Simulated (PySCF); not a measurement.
CH₅AlBrNO. Atoms are numbered in the order given.

```xyz
10

Al    -0.6664     0.5390     0.0000
Br     0.4343    -1.4298     0.0000
O      0.1983     1.9870     0.0000
C      1.5202     2.4133     0.0000
H      1.7288     3.0333     0.8899
H      2.2408     1.5745     0.0000
H      1.7288     3.0333    -0.8899
N     -2.4214     0.5561     0.0000
H     -3.0045    -0.2717     0.0000
H     -2.9875     1.3963     0.0000
```
Charge 0, spin multiplicity 1.

Geometry optimised at PBE0-D3(BJ)/def2-SVP. The structure was generated by enumeration; whether it is a known compound was not checked. One conformer was computed; it need not be the lowest.

Level of theory: IEF-PCM-B3LYP/def2-SVP run with PySCF.

The values are the electrostatic part of the solvation free energy, E(continuum) − E(gas) at the gas-phase geometry, in a cavity of scaled van der Waals radii (PySCF's table); cavitation and dispersion terms are not included. A continuum can't describe solvent molecules that bind to the metal. In vacuum the orbital gap is 6.72 eV. The dipole moment in vacuum is 1.46 D.

Computed values in water (ε = 78.36), ethanol (ε = 24.85), 2-propanol (ε = 19.26):
```
solvent         ε  ΔG(elec) (kcal/mol)  dipole (D)  gap (eV)
----------  -----  -------------------  ----------  --------
water       78.36                 -5.0        1.82      6.72
ethanol     24.85                 -4.8        1.81      6.72
2-propanol  19.26                 -4.7        1.81      6.72
```
